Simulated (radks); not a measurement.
Values are calculated unless marked as measured or tabulated.
Problem. Radial electron density D(r) = 4 pi r^2 rho(r) of an atom or ion with 5 electrons. Code: a radial shooting solver on a logarithmic mesh with Libxc functionals. Model: Dirac Kohn-Sham, PBE, spin-unpolarised, spherical densities, point nucleus.

r (bohr),D(r) (e/bohr)
0.02122,0.3325
0.02633,0.4864
0.03268,0.7029
0.04056,1.000
0.05034,1.397
0.06248,1.907
0.07692,2.504
0.09547,3.210
0.1185,3.942
0.1471,4.591
0.1825,5.014
0.2265,5.059
0.2811,4.637
0.3489,3.788
0.433,2.714
0.5331,1.758
0.6617,1.118
0.8212,0.9424
1.019,1.121
1.265,1.385
1.57,1.478
1.948,1.294
2.418,0.9151
3.001,0.5181
3.695,0.2424
4.586,0.08872
5.692,0.02586
7.064,0.005818
8.767,0.0009517

What is the nuclear charge?

Solution. Z = 5. The innermost maximum, from 1s, lies near gamma/Z bohr with gamma = sqrt(1 - (Z/c)^2) = 0.999, here 0.2 bohr (found: 0.207), and its height grows with Z. The density is that of neutral boron in [He] 2s2 2p1; the configuration itself is not fixed sharply by these data. D(r) has 2 maxima, at r = 0.207, 1.52 bohr, and minima at 0.802 bohr, inside which lie 2.10 electrons.
